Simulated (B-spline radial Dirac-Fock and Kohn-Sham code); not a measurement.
These are calculated numbers from a radial atomic solver; the model is relaxed Dirac-Fock hole states (ΔSCF) with Breit and QED corrections and a finite nucleus. Free neutral atoms up to Cf, the lines Kα1, Kβ1, Lα1, Lβ1, Lβ2, Lγ1, Lℓ and Mα1 where both subshells are closed (so no Lα of most 3d metals and no Mα of most lanthanides); Na, Y were not searched.

Problem. Sb Lβ1 is computed at 3844.6 eV. Which of the searched lines of other elements lie within 63 eV and could overlap it in an energy-dispersive spectrum?

Solution. Cs Lℓ at 3792.3 eV (-52); Sn Lβ2 at 3906.7 eV (+62).
